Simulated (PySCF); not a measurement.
Isomers of C7H7OP.

All values: PBE0/def2-SVPD (PySCF) at GFN2-xTB geometries, gas phase, one conformer each. Core orbitals are frozen in the response; Δα² is half the sum of the squared differences of the principal polarisabilities.

Question: Rank by dipole moment, lowest first.
A. `[CH3:1][c:2]1[cH:3][p:4][cH:5][cH:6][c:7]1[CH:8]=[O:9]` with C6–C7–C8–O9 0°
B. `[CH:1]#[C:2][P:3]([CH3:4])[c:5]1[cH:6][cH:7][o:8][cH:9]1` with C2–P3–C5–C6 -43°
C. `[CH3:1][C:2]#[C:3][PH:4][c:5]1[cH:6][cH:7][cH:8][o:9]1` with C3–P4–C5–C6 -101°
D. `[CH3:1][C:2](=[O:3])[c:4]1[cH:5][cH:6][cH:7][cH:8][p:9]1` with C1–C2–C4–C5 180°
E. `[CH2:1]=[CH:2][c:3]1[o:4][cH:5][p:6][c:7]1[CH:8]=[CH2:9]` with C1–C2–C3–O4 0°, P6–C7–C8–C9 0°

Answer: B (1.00 D), E (1.19 D), C (1.86 D), A (2.65 D), D (2.90 D).

Question: Rank by HOMO–LUMO gap, lowest first.
A. `[CH:1]#[C:2][P:3]([CH3:4])[c:5]1[cH:6][cH:7][o:8][cH:9]1` with C2–P3–C5–C6 -43°
B. `[CH3:1][c:2]1[cH:3][p:4][cH:5][cH:6][c:7]1[CH:8]=[O:9]` with C6–C7–C8–O9 0°
C. `[CH3:1][C:2](=[O:3])[c:4]1[cH:5][cH:6][cH:7][cH:8][p:9]1` with C1–C2–C4–C5 180°

Answer: B (4.84 eV), C (5.11 eV), A (6.25 eV).

All values together:

```tsv
SMILES	μ (D)	HOMO (eV)	LUMO (eV)	α (Å³)	Δα (Å³)
Cc1cpccc1C=O	2.65	-7.48	-2.64	16.44	11.05
CC#CPc1ccco1	1.86	-6.45	-0.23	16.34	7.45
CC(=O)c1ccccp1	2.90	-7.47	-2.36	15.98	10.02
C=Cc1ocpc1C=C	1.19	-6.35	-1.51	17.77	13.82
C#CP(C)c1ccoc1	1.00	-6.48	-0.23	15.58	6.64
```

Conformers: `[CH3:1][c:2]1[cH:3][p:4][cH:5][cH:6][c:7]1[CH:8]=[O:9]` with C6–C7–C8–O9 0°; `[CH3:1][C:2]#[C:3][PH:4][c:5]1[cH:6][cH:7][cH:8][o:9]1` with C3–P4–C5–C6 -101°; `[CH3:1][C:2](=[O:3])[c:4]1[cH:5][cH:6][cH:7][cH:8][p:9]1` with C1–C2–C4–C5 180°; `[CH2:1]=[CH:2][c:3]1[o:4][cH:5][p:6][c:7]1[CH:8]=[CH2:9]` with C1–C2–C3–O4 0°, P6–C7–C8–C9 0°; `[CH:1]#[C:2][P:3]([CH3:4])[c:5]1[cH:6][cH:7][o:8][cH:9]1` with C2–P3–C5–C6 -43°.
